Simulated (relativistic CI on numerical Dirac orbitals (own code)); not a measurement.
## Ligand-field terms of d3

Computed with a parametric ligand-field model of a d^n configuration (Racah B and C, spin-orbit zeta, crystal field), exact diagonalisation.

Field parameters in Wybourne normalisation: Oh B⁴₀ = 21Dq, B⁴₄ = √(5/14) B⁴₀; Td as Oh with Dq negative (B⁴₀ = 21Dq, B⁴₄ = √(5/14) B⁴₀). The field is a parameter set, without covalency.

**Question.** Lowest levels for B = 750, C = 3630, ζ = 810 cm⁻¹, Td, 10Dq = -3950 cm⁻¹?

**Answer.** Γ8 0 (S 1.49), Γ7 307 (S 1.50), Γ8 1144 (S 1.50), Γ6 1835 (S 1.50), Γ7 4005 (S 1.50), Γ8 4005 (S 1.49), Γ6 4554 (S 1.50), Γ8 4741 (S 1.49), Γ8 8420 (S 1.49) cm⁻¹, with S from ⟨S²⟩ = S(S + 1). The ground level has 1.82 electrons in the cubic e pair.

**Question.** Lowest levels for B = 960, C = 4790, ζ = 250 cm⁻¹, Td, 10Dq = -10650 cm⁻¹?

**Answer.** Γ8 0 (S 1.50), Γ7 18 (S 1.50), Γ8 304 (S 1.50), Γ6 484 (S 1.50), Γ7 9449 (S 1.50), Γ8 9498 (S 1.50), Γ6 9617 (S 1.50), Γ8 9622 (S 1.50), Γ8 11208 (S 0.50) cm⁻¹, with S from ⟨S²⟩ = S(S + 1). The ground level has 1.93 electrons in the cubic e pair.

**Question.** Lowest levels for B = 570, C = 2070, ζ = 2400 cm⁻¹, Oh, 10Dq = 37600 cm⁻¹?

**Answer.** Γ8 0 (S 1.48), Γ8 10312 (S 0.53), Γ8 11071 (S 0.51), Γ6 11682 (S 0.51), Γ7 18427 (S 0.52), Γ8 19137 (S 0.54), Γ7 37118 (S 1.49), Γ8 37627 (S 1.48), Γ8 38271 (S 1.47) cm⁻¹, with S from ⟨S²⟩ = S(S + 1). The ground level has 0.01 electrons in the cubic e pair.

**Question.** Lowest levels for B = 1020, C = 4160, ζ = 720 cm⁻¹, Oh, 10Dq = 6450 cm⁻¹?

**Answer.** Γ8 0 (S 1.50), Γ7 6269 (S 1.50), Γ8 6408 (S 1.50), Γ8 6592 (S 1.50), Γ6 6750 (S 1.50), Γ7 10714 (S 1.50), Γ8 10879 (S 1.50), Γ8 11579 (S 1.49), Γ6 11990 (S 1.49) cm⁻¹, with S from ⟨S²⟩ = S(S + 1). The ground level has 0.02 electrons in the cubic e pair.

**Question.** Lowest levels for B = 670, C = 3480, ζ = 870 cm⁻¹, Oh, 10Dq = 25050 cm⁻¹?

**Answer.** Γ8 0 (S 1.50), Γ8 15502 (S 0.52), Γ8 15968 (S 0.51), Γ6 16217 (S 0.51), Γ8 23921 (S 0.79), Γ7 24206 (S 0.89), Γ7 24986 (S 1.26), Γ8 25243 (S 1.34), Γ8 25358 (S 1.48) cm⁻¹, with S from ⟨S²⟩ = S(S + 1). The ground level has 0.00 electrons in the cubic e pair.
